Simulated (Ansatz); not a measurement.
sulfur difluoride (SMILES FSF) moved off its minimum; all values from Ansatz (a quantum-chemistry and plane-wave program), cores frozen in correlated methods.
(charge 0, multiplicity 1)
```xyz
3

F     -1.17963    -0.50474     0.04468
S     -0.03542     0.55078     0.02708
F      1.24624    -0.42369    -0.03595
```

Problem. Give the forces (eV/Å), the total energy and the dipole at CCSD(T)/aug-cc-pV(T+d)Z.

Solution. 
| atom | Fx | Fy | Fz |
|---|---|---|---|
| F1 | -0.885 | -1.069 | 0.009 |
| S2 | 1.217 | 1.042 | -0.020 |
| F3 | -0.332 | 0.027 | 0.012 |
Energy -597.1803 hartree, dipole 0.99 D.
